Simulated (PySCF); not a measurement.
The multiplicity is imposed and other spin states were not computed.

Cartesian coordinates (Å):
```xyz
2

Zn     0.0037    -0.0022     0.0097
Cl     0.7481    -0.4380     1.9808
```
Charge 0, spin multiplicity 2.

Task: Give the highest occupied spin orbital, charge on the central atom (meta-Löwdin), dipole moment, spin population on the central atom (Mulliken), total energy and charge on the central atom (Mulliken) at the level TPSSh-D3(BJ)/def2-TZVP // r2SCAN-D4/def2-SVP (PySCF 2.14.0).

Result: 
| Property | Result |
|---|---|
| highest occupied spin orbital | -6.09 eV |
| charge on the central atom (meta-Löwdin) | 0.69 e |
| dipole moment | 2.61 D |
| spin population on the central atom (Mulliken) | 0.86 |
| total energy | -2239.6334 Ha |
| charge on the central atom (Mulliken) | 0.37 e |
